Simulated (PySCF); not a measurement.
PySCF input file for MoCl3, SMILES [Cl][Mo]([Cl])[Cl] (connectivity only; charge and spin as stated), neutral, multiplicity 4, PBE-D3(BJ)/def2-SVP. The structure is a stationary point at PBE-D3(BJ)/def2-SVP. The multiplicity is an assumed one; other spin states were not compared. The def2 effective core potentials stand for the cores of Mo; spin–orbit coupling is left out.

```python
import numpy as np
from pyscf import gto, scf, dft, df
from pyscf.hessian import thermo

mol = gto.M(
    atom='''
    Mo    0.00000000    0.00000000    0.00000000
    Cl    2.26177526    0.00000000    0.00000000
    Cl   -1.13088763   -1.95875483    0.00000000
    Cl   -1.13088763    1.95875483    0.00000000
    ''',
    basis='def2-SVP',
    ecp={'Mo': 'def2-svp'},
    charge=0,
    spin=3,
    max_memory=1600,
    verbose=3,
)
mf = dft.UKS(mol, xc='pbe').density_fit(auxbasis='def2-universal-jkfit')
mf.disp = 'd3bj'
mf.grids.level = 3
mf.conv_tol = 1e-11
mf.max_cycle = 100
mf.kernel()
fine, coarse = mf.grids, dft.Grids(mol).set(level=1).build(with_non0tab=True)
for _ in range(3):  # follow internal instabilities
    mf.grids = coarse
    mo, _, stable, _ = mf.stability(return_status=True, nroots=4)
    mf.grids = fine
    if stable:
        break
    mf.kernel(mf.make_rdm1(mo, mf.mo_occ))

# [left out here: the lines that compute and print the analytic Hessian (its translational invariance restored by hand, since the grid's response is missing), thermochemistry and intensities]
```

Log of the run:

```

WARN: HOMO -0.398287769500744 >= LUMO -0.40697960172144

converged SCF energy = -1447.95684554556  <S^2> = 3.767626  2S+1 = 4.0088033
<class 'pyscf.df.df_jk.DFUKS'> wavefunction is stable in the internal stability analysis

WARN: DFTD3 does not support analytical Hessian, using finite difference


WARN: Mole.unit (angstrom) is changed to Bohr

Mode                                 0                   1                   2
Irrep
Freq [cm^-1]                       72.8537             91.5148             91.5349
Reduced mass [au]                  53.0273             38.9556             38.9558
Force const [Dyne/A]                0.1658              0.1922              0.1923
Char temp [K]                     104.8203            131.6694            131.6983
Normal mode                   x     y     z       x     y     z       x     y     z
       0  Mo                 0.00 -0.00 -0.07   -0.00 -0.04  0.00    0.04 -0.00  0.00
       1  Cl                 0.00  0.00  0.07   -0.00  0.12 -0.00    0.05  0.00 -0.00
       2  Cl                -0.00  0.00  0.07   -0.07 -0.01 -0.00   -0.08  0.07 -0.00
       3  Cl                -0.00 -0.00  0.07    0.07 -0.01 -0.00   -0.08 -0.07 -0.00
Mode                                 3                   4                   5
Irrep
Freq [cm^-1]                      362.6697            429.7197            429.7221
Reduced mass [au]                  35.4500             46.7359             46.7361
Force const [Dyne/A]                2.7472              5.0848              5.0849
Char temp [K]                     521.8009            618.2709            618.2745
Normal mode                   x     y     z       x     y     z       x     y     z
       0  Mo                -0.00  0.00  0.00    0.06  0.00 -0.00   -0.00  0.06  0.00
       1  Cl                 0.10 -0.00 -0.00   -0.11 -0.00  0.00    0.00 -0.01 -0.00
       2  Cl                -0.05 -0.08 -0.00   -0.03 -0.04  0.00   -0.04 -0.08 -0.00
       3  Cl                -0.05  0.08 -0.00   -0.03  0.04  0.00    0.04 -0.08 -0.00
temperature 298.1500 [K]
pressure 101325.00 [Pa]
Rotational constants [GHz] 1.85785 1.85785 0.92893
Symmetry number 6
Zero-point energy (ZPE) 0.00337 [Eh]   8840.492 [J/mol]
                           tot       elec      trans        rot        vib
Entropy [J/mol/K]       352.156     11.526    174.967    106.421     59.241
Cv [J/mol/K]             67.777      0.000     12.472     12.472     42.834
Cp [J/mol/K]             76.091      0.000     20.786     12.472     42.834
Internal energy [J/mol]                      3718.434   3718.434  17243.298
Internal energy [Eh]   -1447.94745  -1447.95685
Enthalpy [J/mol]                             6197.391   3718.434  17243.298
Enthalpy [Eh]          -1447.94650
Gibbs free energy [J/mol]                  -45969.139 -28010.993   -419.360
Gibbs free energy [Eh] -1447.98649
mode   freq/cm-1   IR/(km/mol)
   1       72.85         3.199
   2       91.51         0.128
   3       91.53         0.128
   4      362.67         0.000
   5      429.72        70.468
   6      429.72        70.477
max |gradient| / (hartree/bohr): 0.00010820534752456842
APT charges: [ 1.2505 -0.4168 -0.4168 -0.4168]
```

The run converged.

Cost: roughly 70 core-seconds.
